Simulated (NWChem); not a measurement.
System: SiH₄Te; SMILES [SiH3][TeH]

Program: NWChem. Geometry: optimised at PBE0/def2-SVP. Not confirmed as a minimum by frequencies. def2 effective core potentials on Te; no spin-orbit coupling. Ions are spin-unrestricted doublets at the neutral geometry; other ion states weren't tried.

For level PBE/def2-SVP:

```
Quantity       Value
-------------  -----
−ε(HOMO) (eV)   5.39
```

### Question
What are these values for level CAM-B3LYP/def2-SVP?

### Answer
The −ε(HOMO) (eV) is 7.63.
